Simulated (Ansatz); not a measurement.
Ideal-gas functions of C$_{2}$H$_{3}$FSSi, SMILES `FC1=CS[SiH2]1` at 298.15 K and 1 bar, from an Ansatz frequency run at PBE0-D4/def2-TZVP.

Molar mass 106.2 g/mol, point group Cs (symmetry number 1), electronic degeneracy 1, moments of inertia 85.264, 195.38, 274.683 u Å². Harmonic wavenumbers (cm⁻¹, unscaled): 213, 288, 331, 434, 496, 566, 641, 642, 740, 818, 875, 952, 1162, 1262, 1647, 2244, 2255, 3202.

Use S(trans) = R[1.5 ln M + 2.5 ln T − 1.1517]; rotational temperatures θ = 24.2544 K / I; S(rot) = R[ln(√π/σ · √(T³/θAθBθC)) + 1.5]; for each mode x = 1.438777 ν̃/T, S = R[x/(eˣ − 1) − ln(1 − e⁻ˣ)] and H = RT x/(eˣ − 1); 1 cm⁻¹ = 0.0119627 kJ/mol; R = 8.31446 J/(mol·K).

**Question.** By hand: the entropy, in J/(mol·K).

**Answer.** Translation 167.0. Rotation: θ = 0.2845, 0.1241, 0.0883 K, giving 112.3. Vibration, mode by mode: 8.44, 6.22, 5.25, 3.54, 2.80, 2.14, 1.61, 1.60, 1.10, 0.81, 0.65, 0.47, 0.20, 0.13, 0.03, 0.00, 0.00, 0.00, in all 35.0. Electronic 0.0. Sum 314.3 J/(mol·K).

**Question.** By hand: H − E and G − E in kJ/mol, counted from the electronic energy.

**Answer.** Zero-point energy ½ × 18768 × 0.0119627 = 112.3; thermal vibration 6.9; translation, rotation and pV give 4 RT = 9.9. H − E = 129.1 kJ/mol, and G − E = 129.1 − 298.15 × 314.3/1000 = 35.4 kJ/mol.

Vibration gives 11 % of the entropy.
